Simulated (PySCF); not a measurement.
## Circular dichroism: `F[C@@H]1COCS[C@@H]1F`, C4H6F2OS

Geometry:
```json
{"atom": "F1", "x (Å)": "1.729", "y (Å)": "-1.576", "z (Å)": "-0.705"}
{"atom": "C2", "x (Å)": "0.867", "y (Å)": "-0.846", "z (Å)": "0.078"}
{"atom": "C3", "x (Å)": "-0.567", "y (Å)": "-1.034", "z (Å)": "-0.436"}
{"atom": "O4", "x (Å)": "-1.496", "y (Å)": "-0.406", "z (Å)": "0.416"}
{"atom": "C5", "x (Å)": "-1.375", "y (Å)": "0.970", "z (Å)": "0.448"}
{"atom": "S6", "x (Å)": "0.198", "y (Å)": "1.519", "z (Å)": "1.232"}
{"atom": "C7", "x (Å)": "1.270", "y (Å)": "0.627", "z (Å)": "0.060"}
{"atom": "F8", "x (Å)": "1.128", "y (Å)": "1.149", "z (Å)": "-1.196"}
{"atom": "H9", "x (Å)": "0.963", "y (Å)": "-1.225", "z (Å)": "1.104"}
{"atom": "H10", "x (Å)": "-0.818", "y (Å)": "-2.096", "z (Å)": "-0.443"}
{"atom": "H11", "x (Å)": "-0.635", "y (Å)": "-0.637", "z (Å)": "-1.459"}
{"atom": "H12", "x (Å)": "-1.399", "y (Å)": "1.418", "z (Å)": "-0.553"}
{"atom": "H13", "x (Å)": "-2.178", "y (Å)": "1.363", "z (Å)": "1.069"}
{"atom": "H14", "x (Å)": "2.311", "y (Å)": "0.773", "z (Å)": "0.361"}
```

Computed with PySCF 2.14.0, TDDFT LC-wPBE/def2-SVPD circular dichroism and optical rotation, one conformer, gas phase. Geometry: GFN2-xTB.

(1) Assign R or S to each stereocentre.

(2) List the lowest 16 singlet excitations with oscillator and rotatory strengths.

Results:

(1) C2 R, C7 S.

(2) Rotatory strengths R in 10⁻⁴⁰ esu² cm², velocity form and length form (origin at the centre of mass); f in length form.
```tsv
state	E (eV)	λ (nm)	f	R (velocity)	R (length)	main
1	5.80	214	0.0001	+4.1	+3.3	HOMO→LUMO 0.61, HOMO→LUMO+6 0.24
2	7.38	168	0.028	+24.2	+23.3	HOMO→LUMO+1 0.73
3	7.64	162	0.016	-4.8	-6.0	HOMO→LUMO+2 0.28, HOMO−1→LUMO 0.27
4	7.88	157	0.057	+2.0	+8.6	HOMO−1→LUMO 0.35, HOMO→LUMO+2 0.21
5	8.22	151	0.009	-19.9	-19.8	HOMO−1→LUMO+2 0.32, HOMO−1→LUMO+1 0.16
6	8.44	147	0.081	-7.2	-6.8	HOMO→LUMO+3 0.65, HOMO→LUMO+4 0.09
7	8.50	146	0.063	+2.6	-4.1	HOMO→LUMO+6 0.18, HOMO→LUMO+7 0.15
8	8.66	143	0.062	-47.3	-45.8	HOMO−1→LUMO+1 0.23, HOMO→LUMO+6 0.17
9	8.68	143	0.032	-21.1	-19.4	HOMO−1→LUMO+1 0.19, HOMO→LUMO+6 0.17
10	8.87	140	0.020	+1.9	+3.0	HOMO→LUMO+4 0.19, HOMO−2→LUMO 0.10
11	9.14	136	0.023	-12.1	-11.6	HOMO→LUMO+7 0.20, HOMO→LUMO+9 0.10
12	9.19	135	0.024	-4.7	-5.5	HOMO−1→LUMO+4 0.20, HOMO−2→LUMO 0.19
13	9.28	134	0.038	+92.0	+92.7	HOMO−1→LUMO+3 0.28, HOMO−2→LUMO 0.11
14	9.43	131	0.016	+10.6	+13.8	HOMO−1→LUMO+5 0.23, HOMO→LUMO+8 0.13
15	9.46	131	0.025	-26.4	-25.5	HOMO−1→LUMO+3 0.20, HOMO−2→LUMO 0.12
16	9.52	130	0.019	+4.4	+4.5	HOMO−1→LUMO+6 0.33, HOMO−2→LUMO+2 0.12
```

For state 7 the two forms differ in sign, so the sign of R isn't settled.

Among the states computed, the strongest CD band (largest |R|) is state 13. The largest dissymmetry factor in size, g = 4R/(D+G), with D and G the electric and magnetic dipole strengths, is +0.27 for state 1 (velocity form, f = 0.0001), among bands with |R| over 0.5. The mirror image has the same energies and oscillator strengths and all R with the opposite sign.
